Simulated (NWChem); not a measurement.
System: CH2F2O2Si; SMILES O=C[Si](O)(F)F

NWChem input:

```
start job
memory heap 200 mb stack 900 mb global 1100 mb
geometry units angstroms noautosym nocenter noautoz
  O     -0.310560     2.207657     0.024417
  C      0.575112     1.372867     0.155109
  Si     0.023389    -0.463148    -0.020809
  O     -1.592928    -0.381330    -0.316892
  F      0.819249    -1.214569    -1.218982
  F      0.349061    -1.316677     1.320443
  H      1.639777     1.694565     0.365244
  H     -1.865912     0.561080    -0.329790
end
basis spherical
  O library 6-31g*
  C library 6-31g*
  Si library 6-31g*
  F library 6-31g*
  H library 6-31g*
end
dft
  xc m06-2x
  iterations 150
end
cosmo
  do_cosmo_smd true
  solvent dcm
end
task dft energy
```

Excerpt of the output:

```
             Northwest Computational Chemistry Package (NWChem) 7.3.0
             --------------------------------------------------------

                             Geometry "geometry" -> ""
                             -------------------------

 Output coordinates in angstroms (scale by  1.889725989 to convert to a.u.)

  No.       Tag          Charge          X              Y              Z
 ---- ---------------- ---------- -------------- -------------- --------------
    1 O                    8.0000    -0.31056000     2.20765700     0.02441700
    2 C                    6.0000     0.57511200     1.37286700     0.15510900
    3 Si                  14.0000     0.02338900    -0.46314800    -0.02080900
    4 O                    8.0000    -1.59292800    -0.38133000    -0.31689200
    5 F                    9.0000     0.81924900    -1.21456900    -1.21898200
    6 F                    9.0000     0.34906100    -1.31667700     1.32044300
    7 H                    1.0000     1.63977700     1.69456500     0.36524400
    8 H                    1.0000    -1.86591200     0.56108000    -0.32979000

 Effective nuclear repulsion energy (a.u.)     314.0882165125

                                 NWChem DFT Module
                                 -----------------

 Summary of "ao basis" -> "ao basis" (spherical)
 ------------------------------------------------------------------------------
       Tag                 Description            Shells   Functions and Types
 ---------------- ------------------------------  ------  ---------------------
 O                           6-31g*                  6       14   3s2p1d
 C                           6-31g*                  6       14   3s2p1d
 Si                          6-31g*                  8       18   4s3p1d
 F                           6-31g*                  6       14   3s2p1d
 H                           6-31g*                  2        2   2s

 in cosmo_initialize ...
 calling solv_data for solv:dcm

 solvent parameters
 solvname_short: dcm
 solvname_long:  dichloromethane
 dielec:        8.9300
 dielecinf:     2.0283
 nonaqueous SMD model solvent descriptors
 dielec:        8.9300
 sola:          0.1000
 solb:          0.0500
 solc:          0.0000
 solg:         39.1500
 solh:          0.6670
 soln:          1.4242

          ---------------
          -cosmo- solvent
          ---------------
 Cosmo: York-Karplus, doi: 10.1021/jp992097l
 dielectric constant -eps-     =   8.93
 screen = (eps-1)/(eps    )    =   0.88802
 surface charge correction     = lagrangian

   van der Waals surface
 --------------------------

 ---------- ATOMIC COORDINATES (A.U.) ------------ VDWR(ANG.) --
     1   -0.58687330    4.17186681    0.04614144     2.114
     2    1.08680409    2.59434245    0.29311351     1.850
     3    0.04419880   -0.87522281   -0.03932331     2.470
     4   -3.01019744   -0.72060921   -0.59883905     2.114
     5    1.54815613   -2.29520260   -2.30354197     1.730
     6    0.65962964   -2.48815875    2.49527545     1.730
     7    3.09872921    3.20226352    0.69021108     1.200
     8   -3.52606240    1.06028746   -0.62321273     1.200
 number of segments per atom =        128
 number of   points per atom =        128
 atom (   nspa,  nppa )
 ----------------------
    1 (     85,     0 )       0
    2 (     27,     0 )       0
    3 (     51,     0 )       0
    4 (     71,     0 )       0
    5 (     67,     0 )       0
    6 (     68,     0 )       0
    7 (     55,     0 )       0
    8 (     12,     0 )       0
 number of -cosmo- surface points =      436
 molecular surface =    134.864 angstrom**2
 molecular volume  =    123.135 angstrom**3
 -lineq- algorithm             =   0
 -bem- low  level              =   3
 -bem- from -octahedral-
 gaussian surface charge width =   4.50000
 degree of switching           =   1.00000
 switching function tolerance  =   0.00010
 atomic radii =
 --------------
    1  8.000  2.114
    2  6.000  1.850
    3 14.000  2.470
    4  8.000  2.114
    5  9.000  1.730
    6  9.000  1.730
    7  1.000  1.200
    8  1.000  1.200
 ...... end of -cosmo- initialization ......

 nat:                     8
 ixmem:                  3618
 calling mnsol_interface()
 G(SMD-CDS) energy (kcal/mol)  =     0.810
 SMD-CDS SASA (angstrom**2)    =   136.996

[...]

                                COSMO-SMD solvation results
                                ---------------------------

             internal energy in gas <Psi(g)|H|Psi(g)> =      -678.895421757376
         internal energy in solvent <Psi(s)|H|Psi(s)> =      -678.894525103487
                               delta internal energy  =         0.000896653889 (    0.56 kcal/mol)
   total free energy in solvent <Psi(s)|H+V/2|Psi(s)> =      -678.904330726457
 polarization energy contribution <Psi(s)|V/2|Psi(s)> =        -0.009805622970 (   -6.15 kcal/mol)
    total free energy in solvent including G(SMD-CDS) =      -678.903039978245
                       G(SMD-CDS) energy contribution =         0.001290748213 (    0.81 kcal/mol)
     1 M fixed-concentration free energy of solvation =        -0.007618220869 (   -4.78 kcal/mol)

                       DFT Final Molecular Orbital Analysis
                       ------------------------------------

 Vector   26  Occ=2.000000D+00  E=-4.627517D-01
              MO Center= -1.2D+00,  2.8D-02, -2.3D-01, r^2= 2.2D+00
   Bfn.  Coefficient  Atom+Function         Bfn.  Coefficient  Atom+Function
  ----- ------------  ---------------      ----- ------------  ---------------
    49      0.395240  4 O  px                50      0.332777  4 O  py
    53      0.263281  4 O  px                54      0.246202  4 O  py
     3      0.211860  1 O  px                18      0.180324  2 C  py
    35     -0.167988  3 Si px                52     -0.157573  4 O  s
     7      0.119117  1 O  px                 4      0.117256  1 O  py

 Vector   27  Occ=2.000000D+00  E=-4.293361D-01
              MO Center= -1.4D+00, -3.7D-01, -2.7D-01, r^2= 1.3D+00
   Bfn.  Coefficient  Atom+Function         Bfn.  Coefficient  Atom+Function
  ----- ------------  ---------------      ----- ------------  ---------------
    51      0.584822  4 O  pz                55      0.451754  4 O  pz
    77      0.122956  6 F  px                63     -0.120694  5 F  px
    49     -0.108369  4 O  px                81      0.092514  6 F  px
    67     -0.088531  5 F  px                 5     -0.083545  1 O  pz
    53     -0.083695  4 O  px                41      0.067525  3 Si pz

 Vector   28  Occ=2.000000D+00  E=-3.327256D-01
              MO Center=  1.7D-01,  1.5D+00,  8.6D-02, r^2= 2.2D+00
   Bfn.  Coefficient  Atom+Function         Bfn.  Coefficient  Atom+Function
  ----- ------------  ---------------      ----- ------------  ---------------
     4      0.391662  1 O  py                 8      0.311241  1 O  py
     3      0.309006  1 O  px                 7      0.242671  1 O  px
    36      0.238063  3 Si py                90     -0.226378  7 H  s
    18     -0.210373  2 C  py                34      0.204581  3 Si s
    89     -0.193332  7 H  s                 17     -0.141233  2 C  px

 Vector   29  Occ=0.000000D+00  E=-2.519558D-02
              MO Center=  2.6D-01,  1.3D+00,  9.6D-02, r^2= 2.1D+00
   Bfn.  Coefficient  Atom+Function         Bfn.  Coefficient  Atom+Function
  ----- ------------  ---------------      ----- ------------  ---------------
    23      0.489183  2 C  pz                 9     -0.433863  1 O  pz
    19      0.410602  2 C  pz                 5     -0.397680  1 O  pz
    41      0.212422  3 Si pz                37      0.161696  3 Si pz
    66      0.105313  5 F  s                 80     -0.105209  6 F  s
    55     -0.091478  4 O  pz                21     -0.090718  2 C  px

 Vector   30  Occ=0.000000D+00  E= 7.796900D-02
              MO Center= -4.5D-01, -6.6D-01, -1.2D-01, r^2= 4.2D+00
   Bfn.  Coefficient  Atom+Function         Bfn.  Coefficient  Atom+Function
  ----- ------------  ---------------      ----- ------------  ---------------
    38      1.262425  3 Si s                 52     -0.712164  4 O  s
    92      0.504647  8 H  s                 66     -0.368256  5 F  s
    80     -0.368404  6 F  s                 20     -0.341203  2 C  s
    40     -0.286637  3 Si py                30     -0.193371  3 Si s
    90      0.193335  7 H  s                 22      0.189665  2 C  py

 Vector   31  Occ=0.000000D+00  E= 1.017916D-01
              MO Center=  4.1D-01, -1.3D-01,  6.4D-02, r^2= 4.3D+00
   Bfn.  Coefficient  Atom+Function         Bfn.  Coefficient  Atom+Function
  ----- ------------  ---------------      ----- ------------  ---------------
    39      0.890446  3 Si px                 6      0.534805  1 O  s
    52      0.530485  4 O  s                 20     -0.450262  2 C  s
    40     -0.357249  3 Si py                22     -0.275173  2 C  py
    66     -0.253156  5 F  s                 80     -0.252701  6 F  s
    21      0.247716  2 C  px                35      0.245071  3 Si px

     Multipole analysis of the density
     ---------------------------------

     L   x y z        total         alpha         beta         nuclear
     -   - - -        -----         -----         ----         -------
     0   0 0 0     -0.000000    -28.000000    -28.000000     56.000000

     1   1 0 0      0.512700      1.353460      1.353460     -2.194219
     1   0 1 0      0.701901      4.283303      4.283303     -7.864705
     1   0 0 1      0.123320      0.772073      0.772073     -1.420826

     2   2 0 0    -27.298961    -78.590583    -78.590583    129.882206
     2   1 1 0      1.029505     13.727163     13.727163    -26.424821
     2   1 0 1      0.589448     -1.277809     -1.277809      3.145066
     2   0 2 0    -33.028051   -171.017320   -171.017320    309.006590
     2   0 1 1      0.071644     -1.610274     -1.610274      3.292193
     2   0 0 2    -30.177633    -69.129902    -69.129902    108.082172
```

Level: M06-2X/6-31G* (spherical d), SMD on the gas-phase geometry. All runs use the structure optimised with PBE-D3(BJ)/def2-SVP. Solvent: dichloromethane.
